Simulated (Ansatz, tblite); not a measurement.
Cost and result up the ladder for ZnI2⁺ (the lowest doublet isomer of a short search) (3 atoms). Total charge 1; doublet. Geometry: r2SCAN-D4/def2-TZVP.

```xyz
3

Zn    0.000    0.000    0.000
I     1.964   -1.391    0.350
I    -1.964    1.392   -0.350
```

Ansatz on 4 threads of Arm Neoverse V1 on a shared host; xTB runs through tblite on one thread. Times are rough, summed over both states, and most runs start from the orbitals of an earlier one. ωB97M-V/def2-TZVP serves as the yardstick here, not as an exact answer. Differences are given only for rows in sets of like size (and for xTB, whose basis is part of the method), since another set adds its own error. The other state is a quartet at its own geometry, which has other bonds, so the gap mixes isomer and spin.

In the def2 sets I takes a core potential; there is no spin–orbit coupling. The xTB rows come from tblite. LC-ωPBE has ω = 0.4 bohr⁻¹. HSE06 is defined as in plane-wave codes, on full-range PBE exchange. Correlated methods freeze 17 core orbitals; core or outer-core shells of I are correlated, in sets that lack core-valence functions. The rows differ in basis, and correlated rows in double-zeta sets carry the largest basis error. In CCSD on the charge 1 doublet the largest single amplitude is 0.32, so its Hartree–Fock determinant may place the open shell otherwise than the density functionals do. HOMO above LUMO, or a gap near zero within one spin, warns that the state may not be the lowest or that an electron is smeared out. In the quartet, I2 and I3 lie 3.11 Å apart (atoms count from 1), so these atoms are partly bonded to each other. The structure comes from a short search, and lower isomers may exist.

Run but left out: HF/STO-3G (doublet: ⟨S²⟩ 1.21, where a pure state has 0.75); BLYP-D4/def2-TZVP (doublet: an occupied level 0.05 eV above an empty one).

Correlated methods converge slowly with the basis, most of all in double-zeta sets (MP2 moves by 0.00 eV from def2-SVP to def2-TZVP here).

xTB has no spin-polarisation term.

| level | functions | wall time | quartet − doublet (eV) | difference from ωB97M-V/def2-TZVP (eV) | remarks |
| --- | --- | --- | --- | --- | --- |
| GFN1-xTB | 22 | 0.004 s | 2.88 | 0.77 | – |
| GFN2-xTB | 22 | 0.005 s | 2.29 | 0.17 | – |
| MP2/def2-TZVP | 148 | 11 s | 2.27 | 0.16 | – |
| PBE-D4/def2-TZVP | 148 | 11 s | 2.06 | -0.05 | gap within one spin near zero (doublet) |
| CCSD(T)/def2-SVP | 83 | 14 s | 2.07 | – | – |
| RPA@PBE/def2-TZVP | 148 | 14 s | 2.26 | 0.15 | – |
| HSE06-D4/def2-TZVP | 148 | 18 s | 2.11 | 0.00 | – |
| LC-ωPBE/def2-TZVP | 148 | 23 s | 2.20 | 0.09 | – |
| PBE0-D4/def2-TZVP | 148 | 24 s | 2.10 | -0.02 | – |
| BHLYP-D4/def2-TZVP | 148 | 36 s | 2.06 | -0.05 | – |
| r2SCAN-D4/def2-TZVP (with forces) | 148 | 41 s | 2.16 | 0.05 | – |
| ωB97M-V/def2-TZVP | 148 | 2.6 min | 2.11 | 0.00 | – |
